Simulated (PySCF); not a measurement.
**Reproducing measurements on CaBr**

**Experimental background.**

Liu, Meijer, Perez-Rios, Phys. Chem. Chem. Phys. 22 (2020) 24191 lists, for the gas: dipole moment 4.36 D.

The results are set against them at the end.

Species: CaBr (doublet state).
SMILES with atom numbers: `[Ca:1][Br:2]`

Structure used (PBE0-D3(BJ)/def2-SVP), in Å, numbered top down from 1:
```
atom  x, y, z in Å
Ca1    1.2984   -0.0072   -0.0040
Br2   -1.2929    0.0097   -0.0243
```

Runs made with PySCF (gas phase, on this PBE0-D3(BJ)/def2-SVP geometry; no spin–orbit coupling):

```json
{"level": "PBE0-D3(BJ)/def2-SVP, grid level 1", "job": "geometry optimisation from a GFN2-xTB start", "basis functions": "56", "wall time": "4.6 s"}
```

Hardware: an x86-64 server with one thread, no GPU, shared host.

Results beside the measurements:

**Dipole moment.** Measured: 4.36 D (Liu, Meijer, Perez-Rios, Phys. Chem. Chem. Phys. 22 (2020) 24191).

| level | computed (D) | computed − measured (D) | % (from the printed values) |
| --- | --- | --- | --- |
| PBE0-D3(BJ)/def2-SVP | 4.46 | +0.10 | +2 |

The computed dipoles belong to one fixed geometry; measured ones are averaged over vibrations unless marked μe. Magnitudes are compared, not signs.

No measured geometry was used, and the causes of the misses weren't examined.
